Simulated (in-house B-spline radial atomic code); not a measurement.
The palladium ion Pd⁷⁺: [Ar] 3d10 4s2 (4p1/2)1 (4p3/2)4 4d4 (with a hole in an inner shell)

Computed with a B-spline radial code for spherical atoms: Dirac-Hartree-Fock, average of the jj configuration, Fermi nucleus of rms radius 4.5318 fm.

Screening seen three ways: the hydrogenic charge with the same mean radius, Z_r = [3n² - l(l+1)]/(2<r>), the one with the same energy, Z_e = n√(-2ε), and Slater's rules. Values are occupation-weighted means over j. An effective charge above Z reflects the relativistic contraction of the inner shells.

```json
{"shell": "1s", "electrons": "2", "ε (eV)": "-24623", "<r> (bohr)": "0.03184", "Z_r": "47.10", "Z_e": "42.54", "Slater": "45.70"}
{"shell": "2s", "electrons": "2", "ε (eV)": "-3788.2", "<r> (bohr)": "0.1377", "Z_r": "43.57", "Z_e": "33.37", "Slater": "41.85"}
{"shell": "2p", "electrons": "6", "ε (eV)": "-3405.3", "<r> (bohr)": "0.1205", "Z_r": "41.49", "Z_e": "31.64", "Slater": "41.85"}
{"shell": "3s", "electrons": "2", "ε (eV)": "-822.47", "<r> (bohr)": "0.3763", "Z_r": "35.88", "Z_e": "23.32", "Slater": "34.75"}
{"shell": "3p", "electrons": "6", "ε (eV)": "-692.78", "<r> (bohr)": "0.376", "Z_r": "33.24", "Z_e": "21.41", "Slater": "34.75"}
{"shell": "3d", "electrons": "10", "ε (eV)": "-486.34", "<r> (bohr)": "0.3557", "Z_r": "29.52", "Z_e": "17.94", "Slater": "24.85"}
{"shell": "4s", "electrons": "2", "ε (eV)": "-220.39", "<r> (bohr)": "0.912", "Z_r": "26.32", "Z_e": "16.10", "Slater": "18.60"}
{"shell": "4p", "electrons": "5", "ε (eV)": "-178.95", "<r> (bohr)": "0.9779", "Z_r": "23.52", "Z_e": "14.51", "Slater": "18.60"}
{"shell": "4d", "electrons": "4", "ε (eV)": "-120.1", "<r> (bohr)": "1.127", "Z_r": "18.64", "Z_e": "11.88", "Slater": "9.95"}
```

The least bound orbital is 4d3/2 at -119.4 eV, while the most diffuse is 4d5/2 (<r> = 1.127 bohr against 1.126 bohr): energy order and size order differ.

For the 1s electron the small component carries 2.84 % of the norm, the zero-frequency Breit interaction raises the level by 51.78 eV, self-energy by 28.84 eV, and vacuum polarisation lowers it by 3.56 eV.
